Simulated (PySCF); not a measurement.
## Dipole response of Pb⁺ (lead, charge +1)

[Xe] 4f14 5d10 6s2 6p1, 2P determinant. All numbers are calculated (PySCF 2.14, a scalar-relativistic core potential, in aug-cc-pVQZ-PP with one added diffuse shell each of s, p, d, f, g type with ECP60MDF (8s8p6d4f3g, 117 functions)). Coupled (time-dependent) response in atomic units; α is the mean over directions.

```
method  mean α (bohr³)         α xx, yy, zz  C₆ (like pair)  S(−4)
  BLYP           27.82  24.01, 35.44, 24.01           235.2  284.7
```

S(−4) is the Cauchy moment in α(ω) = α(0) + S(−4) ω² + …

Spin-orbit coupling is absent.

α(iu) at BLYP:

| u (hartree) | α(iu) (bohr³) |
| --- | --- |
| 0 | 27.82 |
| 0.0500 | 27.14 |
| 0.100 | 25.36 |
| 0.200 | 20.65 |
| 0.300 | 16.44 |
| 0.500 | 10.93 |
| 0.750 | 7.369 |
| 1.00 | 5.443 |
| 1.50 | 3.442 |
| 2.00 | 2.409 |
| 3.00 | 1.369 |
| 5.00 | 0.5993 |

A single London oscillator, α(iu) = α/(1 + u²/ω²), gives C₆ = (3/4) ω α². Matching the computed C₆ needs ω = 4 × 235.2 / (3 × 27.82²) = 0.405 hartree.

For an ion, C₆ is the dispersion term alone; charge-induced terms of lower order in 1/R come first.

The components differ because the open shell of this determinant is not spherical; for a pure term their mean is the scalar polarisability.

Energies and moments cover only the electrons outside the core potential. Spin-orbit coupling, absent here, splits the open shell strongly.
